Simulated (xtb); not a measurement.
C2H3BClNO, SMILES B(C)(Cl)N=C=O. All values are semi-empirical tight-binding results from xtb (GFN2-xTB unless named), good for trends rather than for accurate numbers. Coordinates come from a GFN2-xTB optimisation. The structure was generated by enumeration, and PubChem lists no compound with its InChIKey, so it may never have been made. One conformer was computed; it need not be the lowest.

A frequency run showed that this geometry is not a minimum.

### Question
Estimate the properties. (Estimate from the structure and the level; the computed values follow.)

### Answer

```json
{
 "orbital_gap": "4.13 eV",
 "dipole_moment": "2.08 D",
 "static polarisability (D4 model)": "58.2 bohr³",
 "solvation energy, GFN2-xTB/ALPB(water)": "-1.8 kcal/mol",
 "solvation energy, GFN2-xTB/ALPB(dmf)": "-7.3 kcal/mol"
}
```
